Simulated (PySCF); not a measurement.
C₂H₉PSi, SMILES C[SiH](C)P. Coordinates come from a PBE0-D3(BJ)/def2-SVP optimisation. One conformer was computed; it need not be the lowest.

Computed with PBE0-D3(BJ)/def2-SVP (PySCF).

Harmonic wavenumbers (cm⁻¹): 129, 159, 165, 170, 190, 216, 433, 576, 602, 638, 663, 708, 774, 797, 856, 882, 898, 1086, 1258, 1264, 1424, 1425, 1432, 1437, 2207, 2392, 2409, 3053, 3056, 3156, 3159, 3166, 3168. Rotational constants (GHz): 5.152, 2.818, 2.065; symmetry number 1.

Question: Work out the zero-point energy and the ideal-gas rigid-rotor harmonic-oscillator thermochemistry at 298.15 K and 1 atm.

Answer: ZPE = ½ Σ hcν = ½ × 43947 cm⁻¹ = 62.83 kcal/mol. H − E(el) = 68.37 kcal/mol. Entropy in cal/(mol K): translation 39.47, rotation 26.77, vibration 18.58, total 84.83. G − E(el) = 43.08 kcal/mol. Cp = 29.34 cal/(mol K). Modes under 150 cm⁻¹ make the vibrational entropy uncertain.
